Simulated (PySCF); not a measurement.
## Working out the excitation energy of B

B [He] 2s2 2p1 (2P) → B [He] 2s2 3s1 (2S). Computed with PySCF 2.14 in aug-cc-pwCVDZ (5s4p2d, 27 functions), with the non-relativistic Hamiltonian (point nucleus). Frozen: nothing. Energies in hartree (1 hartree = 27.21139 eV):

```csv
part,B (lower),B (upper)
UHF,-24.530581,-24.343786
CCSD correlation,-0.088675,-0.094980
(T),-0.001172,-0.001069
```

Problem. What does Hartree-Fock give?

Solution. (-24.343786) − (-24.530581) = 0.186795 hartree = 5.083 eV.

Problem. What do CCSD and CCSD(T) give?

Solution. The CCSD correlation energies differ by -0.006305 hartree = -0.172 eV and the triples by 0.000103 hartree = 0.003 eV, so CCSD gives 4.911 eV and CCSD(T) 4.914 eV.

Measured between the centres of the two terms (NIST): 4.963 eV, so CCSD(T) (valence and next inner shell) is off by -0.049 eV.

A double-zeta basis recovers only part of the correlation energy.

What remains against the reference includes basis incompleteness and higher excitations.
